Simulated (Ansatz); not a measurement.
Ansatz (a first-principles code) input (B3LYP-D3(BJ)/def2-TZVP):

Ansatz 0.2 input:
```yaml
crystal:
  periodic: [false, false, false]
  atoms:
    - {symbol: Sb, position_ang: [0.06320079, -0.07079349, -0.86779188]}
    - {symbol: H, position_ang: [-0.05529230, 0.02714076, 0.88610950]}
basis:
  gaussian:
    orbitals: def2-TZVP
hamiltonian:
  xc: b3lyp
  dispersion: d3bj
magnetization: {spin_polarized: true, initial_magnetization: 2}
relax: {f_tol: 0.002, max_steps: 150}
```

Output:

```
Functional definition: B3LYP
integrals: 0.01 GiB planned
480 factors; their error is unknown
mean field: 0.14 GiB planned
mean field evaluation 1: about -6554.7185 eV, gradient 5.5e0 eV
mean field evaluation 2: about -6554.8209 eV, gradient 5.0e0 eV
mean field evaluation 4: about -6554.9712 eV, gradient 2.0e-1 eV
mean field evaluation 8: about -6555.1250 eV, gradient 4.0e-2 eV
mean field -6555.12499053 eV, -240.8964001787 hartree, gradient 1.4e-5 eV, S^2 2.003836; 0 other end points of the search recorded, 0 dependent functions left out
the calculation of the forces begins
reference -6555.12516249 eV, -240.8964064982 hartree; 13, 11 occupied and 43, 45 virtual orbitals, 480 factors
relax step   1: F+E_penalty+E_count = -6555.15095343 eV  Δ(F+E_penalty+E_count) = +0.000e0 eV  max|allowed force component| = 4.675e-1 eV/Å  Δτ_max = 0.0000 Å  (27 SCF iters, accepted)
these checks for a lower state are left out or cut short: starts, cluster_reference, orbital_swaps, neighbouring_geometries, increment
integrals: 0.01 GiB planned
480 factors; their error is unknown
mean field: 0.14 GiB planned
mean field evaluation 16: about -6554.9657 eV, gradient 3.4e0 eV
mean field -6555.12822676 eV, -240.8965191080 hartree, gradient 1.3e-5 eV, S^2 2.003575; 0 other end points of the search recorded, 0 dependent functions left out
the calculation of the forces begins
reference -6555.12839834 eV, -240.8965254134 hartree; 13, 11 occupied and 43, 45 virtual orbitals, 480 factors
relax step   2: F+E_penalty+E_count = -6555.15417251 eV  Δ(F+E_penalty+E_count) = -3.219e-3 eV  max|allowed force component| = 4.146e-1 eV/Å  Δτ_max = 0.0337 Å  (30 SCF iters, accepted)
these checks for a lower state are left out or cut short: starts, cluster_reference, orbital_swaps, neighbouring_geometries, increment
integrals: 0.01 GiB planned
480 factors; their error is unknown
mean field: 0.14 GiB planned
mean field -6555.13416933 eV, -240.8967374934 hartree, gradient 8.6e-6 eV, S^2 2.003668; 0 other end points of the search recorded, 0 dependent functions left out
the calculation of the forces begins
reference -6555.13434116 eV, -240.8967438079 hartree; 13, 11 occupied and 43, 45 virtual orbitals, 480 factors
relax step   3: F+E_penalty+E_count = -6555.16011778 eV  Δ(F+E_penalty+E_count) = -5.945e-3 eV  max|allowed force component| = 2.614e-2 eV/Å  Δτ_max = 0.0137 Å  (31 SCF iters, accepted)
these checks for a lower state are left out or cut short: starts, cluster_reference, orbital_swaps, neighbouring_geometries, increment
integrals: 0.01 GiB planned
480 factors; their error is unknown
mean field: 0.14 GiB planned
mean field evaluation 32: about -6554.9808 eV, gradient 2.9e-1 eV
mean field -6555.13419461 eV, -240.8967384225 hartree, gradient 8.1e-6 eV, S^2 2.003676; 0 other end points of the search recorded, 0 dependent functions left out
the calculation of the forces begins
reference -6555.13436645 eV, -240.8967447375 hartree; 13, 11 occupied and 43, 45 virtual orbitals, 480 factors
relax step   4: F+E_penalty+E_count = -6555.16014344 eV  Δ(F+E_penalty+E_count) = -2.566e-5 eV  max|allowed force component| = 1.273e-4 eV/Å  Δτ_max = 0.0010 Å  (31 SCF iters, accepted)
integrals: 0.01 GiB planned
480 factors; their error is unknown
mean field: 0.14 GiB planned
mean field -6555.13419461 eV, -240.8967384225 hartree, gradient 8.1e-6 eV, S^2 2.003676; 1 other end points of the search recorded, 0 dependent functions left out
the calculation of the forces begins
reference -6555.13436645 eV, -240.8967447375 hartree; 13, 11 occupied and 43, 45 virtual orbitals, 480 factors
Total energy: -6555.16031528 eV, -240.8976983393 hartree
Atom 0 at     0.061918    -0.069733    -0.848808 Å, force    -0.000009     0.000007     0.000127 eV/Å
Atom 1 at    -0.054010     0.026081     0.867125 Å, force     0.000009    -0.000007    -0.000127 eV/Å
Dipole moment:     0.004232    -0.003498    -0.062643 e Å
```
